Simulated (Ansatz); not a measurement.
The molecule Be$_{2}$, closed-shell singlet (the spin of the measured ground state).

D_e counts from the fitted minimum to each atom's lowest state at the same level, without counterpoise. The singlet is restricted.

Correlated levels freeze the inner cores; with def2 sets outer-core shells near the valence are correlated too.

The values were computed with Ansatz (a quantum-chemistry and plane-wave program) with Gaussian orbitals. Values without a source in brackets are computed.

```
level                bond energy D_e (kJ/mol)
-------------------  ------------------------
SVWN5/def2-TZVPP                         52.8
r2SCAN/def2-TZVPP                        34.1
B97M-V/def2-TZVPP                        17.2
B3LYP/def2-TZVPP                         16.6
B2PLYP/def2-TZVPP                         8.3
CCSD(T)/aug-cc-pVTZ                       5.7
CCSD(T)/aug-cc-pVQZ                       6.8
CCSD(T)/def2-QZVPP                        5.1
CCSD(T)/aug-cc-pV5Z                         ?
```

Q: Fill in the missing entries.

A: 
- CCSD(T)/aug-cc-pV5Z, bond energy D_e (kJ/mol): 7.3

Doubts at one or more of the structures used: a restricted determinant that unrestricted orbitals would lower (B2PLYP/def2-TZVPP, CCSD(T)/aug-cc-pVTZ, CCSD(T)/aug-cc-pVQZ, CCSD(T)/def2-QZVPP, CCSD(T)/aug-cc-pV5Z).
